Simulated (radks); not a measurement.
Results of a calculation; reference values are marked as such.
Problem. Sr+, configuration [Kr] 4d0.5 5p0.5 (fractional occupations, a model configuration). Level of theory: scalar-relativistic Kohn-Sham, PBE, spin-polarised, spherical densities, point nucleus; open shells are filled with parallel spins first (spin-orbit coupling, left out, can overturn this in heavy ions) (a radial shooting solver on a logarithmic mesh with Libxc functionals). Some entries of the table are withheld. Estimate them.

| orbital | occ. | eigenvalue (eV) | <r> (bohr) | <1/r> (bohr^-1) |
|---|---|---|---|---|
| 1s up | 1 | -15943.39 | 0.03916 | 39.00 |
| 1s down | 1 | -15943.39 | 0.03916 | 39.00 |
| 2s up | 1 | -2163.901 | 0.1725 | 8.703 |
| 2s down | 1 | -2163.879 | 0.1725 | 8.703 |
| 2p up | 3 | -1923.369 | 0.1504 | 8.497 |
| 2p down | 3 | -1923.352 | 0.1504 | 8.497 |
| 3s up | 1 | -339.6558 | 0.4920 | 2.918 |
| 3s down | 1 | -339.6413 | 0.4920 | 2.917 |
| 3p up | 3 | -262.0284 | 0.4985 | 2.762 |
| 3p down | 3 | -262.0127 | 0.4985 | 2.762 |
| 3d up | 5 | (1) | 0.4983 | 2.507 |
| 3d down | 5 | (2) | 0.4982 | 2.507 |
| 4s up | 1 | -46.8251 | 1.360 | 0.9875 |
| 4s down | 1 | -46.6173 | 1.356 | 0.9899 |
| 4p up | 3 | -28.8033 | (3) | 0.8453 |
| 4p down | 3 | -28.5238 | (4) | 0.8488 |
| 4d up | 0.5 | -6.7912 | 2.870 | (5) |
| 4d down | 0 | -6.1999 | 2.732 | (6) |
| 5p up | 0.5 | -5.6185 | 4.970 | 0.2542 |

Solution. 
(1) 3d up eigenvalue (eV): -133.8840
(2) 3d down eigenvalue (eV): -133.8614
(3) 4p up <r> (bohr): 1.569
(4) 4p down <r> (bohr): 1.563
(5) 4d up <1/r> (bohr^-1): 0.4675
(6) 4d down <1/r> (bohr^-1): 0.4862
